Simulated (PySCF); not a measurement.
**Bond curve of GeF⁺**

Set-up: basis Ge cc-pVTZ-PP with ECP10, F cc-pVTZ; scalar-relativistic core potentials; PySCF 2.14. Energies in eV from Ge⁺ + F in their ground configurations at the same level. State: ¹Σ⁺ (singlet), closed shell.

All columns are PBE0. A positive dipole points towards F; it is taken about the centre of mass and depends on that origin.

| R (Å) | E (eV) | μ (D) | Mulliken charge on Ge (basis-dependent) | HOMO (eV) | LUMO (eV) | Mayer bond order | ⟨S²⟩ |
| --- | --- | --- | --- | --- | --- | --- | --- |
| 1.443 | -4.105 | -1.47 | 1.11 | -17.57 | -9.19 | 1.44 | 0.00 |
| 1.510 | -4.977 | -1.86 | 1.14 | -17.72 | -9.38 | 1.40 | 0.00 |
| 1.577 | -5.449 | -2.25 | 1.17 | -17.82 | -9.56 | 1.36 | 0.00 |
| 1.628 | -5.615 | -2.54 | 1.19 | -17.87 | -9.69 | 1.33 | 0.00 |
| 1.678 | -5.660 | -2.83 | 1.21 | -17.89 | -9.82 | 1.30 | 0.00 |
| 1.728 | -5.614 | -3.12 | 1.23 | -17.88 | -9.94 | 1.28 | 0.00 |
| 1.796 | -5.449 | -3.50 | 1.26 | -17.81 | -10.10 | 1.25 | 0.00 |
| 1.879 | -5.129 | -3.96 | 1.28 | -17.63 | -10.28 | 1.21 | 0.00 |
| 1.980 | -4.646 | -4.49 | 1.30 | -17.11 | -10.49 | 1.18 | 0.00 |
| 2.114 | -3.926 | -5.14 | 1.33 | -16.37 | -10.73 | 1.15 | 0.00 |

A fit through these points gives, at Re = 1.676 Å, μ = -2.82 D and dμ/dR = -5.79 D/Å; the reduced mass is 15.11 u.

**Question.** How strong is the fundamental in the double-harmonic approximation, I = 42.26·(dμ/dR)²/μred km/mol?

**Answer.** I = 42.26·(-5.79)²/15.11 = 93.8 km/mol at PBE0.

For an ion De counts to the pair picked by the measured ionisation energies or electron affinities, which need not be the lowest pair at this level.
